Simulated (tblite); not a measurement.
C4H9BSSi.
Cartesian coordinates in Å at the GFN2-xTB level; atoms count from 1:
```xyz
16
C4H9BSSi angstrom
B     -1.125   -2.066   -0.265
Si    -0.082   -0.479    0.202
C      1.794   -0.703   -0.169
C      2.566    0.423    0.291
C      3.198    1.361    0.682
S     -0.624    1.263   -0.979
C     -2.380    1.382   -0.519
H     -1.938   -2.062   -1.106
H     -0.938   -3.083    0.280
H     -0.177   -0.019    1.603
H      2.147   -1.608    0.329
H      1.952   -0.827   -1.242
H      3.757    2.184    1.015
H     -2.464    1.590    0.544
H     -2.889    0.454   -0.764
H     -2.803    2.201   -1.090
```

Calculated harmonic vibrations of the isolated species, GFN2-xTB (tblite), most abundant isotopes, no scaling. This tight-binding method is rough: wavenumbers can miss measured ones by several per cent, in bad cases by 10 to 20. Modes of hydrogen on boron and silicon can be 10 to 20 % off. One conformer, not necessarily the lowest. The optimisation stopped once no atom felt more than 0.01 eV/Å.

Lowest wavenumbers of the output (negative numbers stand for imaginary wavenumbers):
```
mode    cm-1
  1     -67.8
  2      31.8
  3      57.0
  4      90.2
  5     117.0
  6     123.4
  7     157.7
  8     177.4
  9     208.1
 10     287.4
```

Q: Is this structure a minimum?

A: No. 1 mode is imaginary beyond 20i (68i cm⁻¹), so at this level the point lies at or near a first-order saddle.

Q: Which atoms move in the imaginary mode?

A: 68i: H9 (B–H hydrogen) 44 %, H8 (B–H hydrogen) 43 %. These are shares of the mass-weighted motion.

Q: What is the remedy?

A: Step along that mode in both directions, optimise again with tighter thresholds and repeat the frequencies. The zero-point energy of this point (70.3 kcal/mol) counts the 41 real modes alone, and thermal corrections from it aren't those of a minimum.

Time: 1.0 s. Hardware: one thread, Arm Neoverse N1 (aarch64) (shared host). The figure is for the frequency step alone.
